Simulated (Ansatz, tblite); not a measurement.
Removing and adding an electron: Si43H56, a nanocrystal cut from cubic silicon. Charge 0, multiplicity 1. Geometry: PBE-D4/def2-SVP. Ansatz, gas phase; energy differences of separate SCF runs; the oxidised species was run as a doublet alone; the reduced species was run as a doublet alone.

Cartesian coordinates in Å:
```
Si 5.016 1.101 -2.984
Si 4.762 5.011 -3.211
Si 2.104 2.731 -4.492
Si 1.409 4.896 -1.279
Si 5.231 -2.794 -2.681
Si 2.321 -1.064 -4.185
Si 1.980 -2.721 -0.599
Si 1.364 3.481 2.213
Si 1.663 -0.734 2.581
Si 1.689 1.092 -0.895
Si -1.521 2.654 -2.314
Si -1.226 -1.161 -1.944
Si -1.542 1.044 1.173
Si -1.855 4.848 0.809
Si -5.018 2.626 0.066
Si -5.015 4.866 3.045
Si 2.246 -6.547 -0.283
Si -0.967 -4.963 -1.625
Si -1.061 -6.594 1.834
Si -1.315 -2.769 1.510
Si -4.748 -1.169 0.338
Si -4.565 -2.940 3.588
Si -4.833 0.954 3.317
Si 5.864 3.166 -2.229
Si 6.101 -0.722 -1.955
Si 2.659 0.965 -3.036
Si 2.259 3.161 0.063
Si 2.418 4.793 -3.402
Si -0.943 4.725 -1.364
Si 2.545 -0.671 0.403
Si 2.988 -4.488 0.585
Si 2.873 -2.864 -2.771
Si -0.366 -2.917 -0.641
Si -0.956 3.114 2.120
Si -0.685 -0.718 2.470
Si -0.654 0.910 -1.000
Si -3.890 0.867 1.154
Si -4.547 3.011 4.432
Si -4.202 4.695 0.835
Si -0.624 -4.540 2.898
Si -0.104 -6.716 -0.315
Si -4.313 -0.877 4.709
Si -3.658 -2.961 1.408
H 5.405 1.022 -4.444
H 5.304 5.124 -4.616
H 5.123 6.279 -2.475
H 3.090 2.663 -5.636
H 0.723 2.583 -5.070
H 1.779 6.216 -0.640
H 5.731 -2.986 -4.093
H 5.787 -3.915 -1.839
H 3.305 -1.064 -5.332
H 0.939 -1.171 -4.769
H 1.589 4.924 2.597
H 2.035 2.612 3.243
H 2.098 -2.025 3.232
H 2.184 0.403 3.419
H -0.973 2.546 -3.712
H -3.018 2.515 -2.399
H -0.677 -1.252 -3.343
H -2.724 -1.283 -2.037
H -1.457 6.169 1.430
H -4.965 2.499 -1.432
H -6.467 2.521 0.484
H -4.523 6.135 3.699
H -6.519 4.951 2.950
H 2.743 -6.655 -1.704
H 2.833 -7.692 0.504
H -0.409 -5.025 -3.026
H -2.471 -5.054 -1.708
H -0.568 -7.741 2.681
H -2.557 -6.732 1.689
H -4.695 -1.255 -1.163
H -6.202 -1.206 0.749
H -4.008 -4.061 4.430
H -6.052 -3.162 3.447
H -6.320 0.847 3.057
H 7.322 3.235 -2.620
H 5.798 3.239 -0.728
H 7.560 -0.663 -2.342
H 6.028 -0.607 -0.457
H 3.762 3.273 0.131
H 1.907 5.926 -4.264
H -1.496 5.854 -2.203
H 4.046 -0.540 0.482
H 4.483 -4.377 0.411
H 2.690 -4.405 2.058
H 2.462 -4.182 -3.388
H -1.526 3.196 3.515
H -1.244 -0.618 3.868
H -3.158 3.103 5.002
H -5.514 3.044 5.592
H -4.794 5.826 0.025
H 0.836 -4.430 3.243
H -1.409 -4.461 4.184
H -0.476 -8.048 -0.927
H -2.925 -0.741 5.273
H -5.277 -0.854 5.872
H -4.017 -4.278 0.758
```

The xTB rows come from tblite. B3LYP takes the VWN-RPA correlation. Single mean-field runs in def2-SVP are fitted with def2-universal-jkfit. HOMO above LUMO, or a gap near zero within one spin, warns that the state may not be the lowest or that an electron is smeared out.

| level | −HOMO (eV) | vertical IE (eV) | −LUMO (eV) | vertical EA (eV) | HOMO–LUMO gap (eV) | IE − EA (eV) | remarks |
| --- | --- | --- | --- | --- | --- | --- | --- |
| GFN1-xTB | 11.26 | 12.18 | 8.90 | 7.85 | 2.37 | 4.33 | – |
| GFN2-xTB | 8.82 | 9.81 | 6.26 | 5.15 | 2.56 | 4.67 | – |
| PBE-D4/def2-SVP | 6.01 | 7.26 | 2.44 | 1.42 | 3.56 | 5.84 | gap within one spin near zero (+1 doublet), gap within one spin near zero (-1 doublet) |

Problem. Estimate the rows for B3LYP-D4/def2-SVP, PBE0-D4/def2-SVP.

Solution. 
| level | −HOMO (eV) | vertical IE (eV) | −LUMO (eV) | vertical EA (eV) | HOMO–LUMO gap (eV) | IE − EA (eV) |
| --- | --- | --- | --- | --- | --- | --- |
| B3LYP-D4/def2-SVP | 6.74 | 7.75 | 1.82 | 1.12 | 4.93 | 6.63 |
| PBE0-D4/def2-SVP | 6.93 | 7.80 | 1.85 | 1.18 | 5.09 | 6.62 |

   Raw xTB energy differences between charge states are shifted by several eV; the methods need an empirical correction for them. Sets without diffuse functions give affinities that are too small.
